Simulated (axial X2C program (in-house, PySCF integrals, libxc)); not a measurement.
Testing model relations on GeS⁻

A bond curve at the CCSD(T) level, 2c, was computed with an in-house all-electron X2C program for linear molecules (integrals from PySCF) (basis Ge dyall-acv3z [10s10p8d5f1g], S dyall-av3z [9s8p3d2f] (cores contracted in-house)) for the state Ω = 1/2 (⟨Sz⟩ = -0.50, ⟨Lz⟩ = 1.00 at HF). Its fit gives Re = 2.1367 Å, ωe = 461.2 cm⁻¹, ωexe = 1.37 cm⁻¹ and αe = 7.455e-04 cm⁻¹; the masses are 73.9212 and 31.9721 u. Two-component means X2C with spin–orbit coupling and atomic mean-field Coulomb and Gaunt terms.

Correlated methods: 11 electrons correlated (number of frozen shells: Ge 3 s, 2 p, 1 d; S 2 s, 1 p), 265 virtual spin orbitals or spinors in MP2, 90 natural virtuals in coupled cluster.

(1) Find the reduced mass, Be and the force constant.

(2) Where do the fundamental and the first overtone lie?

(3) A Morse curve ties αe to the other constants (Pekeris). How well does that hold?

(4) Estimate the centrifugal constant by the Kratzer relation.

One determinant describes the state; a PBE0 search over occupations chose it and may have missed a lower one. Coupled cluster ran in a truncated set of natural virtual spinors; the MP2 energy of the rest was added. (T) has no such correction and the atoms are truncated less, which lowers De at CCSD(T) by a hundredth of an eV or more. With the outer-core shells frozen, correlated bond lengths of heavy atoms tend to come out a few hundredths of an ångström too long.

## Answers

(1) From the CCSD(T) values: μ = 22.3188 u. Be = 16.8576/(μ Re²) = 0.1654 cm⁻¹. k = 5.8918×10⁻⁷ μ ωe² = 2.8 mdyn/Å.

(2) ν(1←0) = ωe − 2ωexe = 458.5 cm⁻¹; ν(2←0) = 2ωe − 6ωexe = 914.2 cm⁻¹.

(3) αe(Morse) = 6Be²/ωe × (√(ωexe/Be) − 1) = 6.686e-04 cm⁻¹; the CCSD(T) curve gives 7.455e-04 cm⁻¹, a ratio of 0.90.

(4) D = 4Be³/ωe² = 8.52e-08 cm⁻¹.
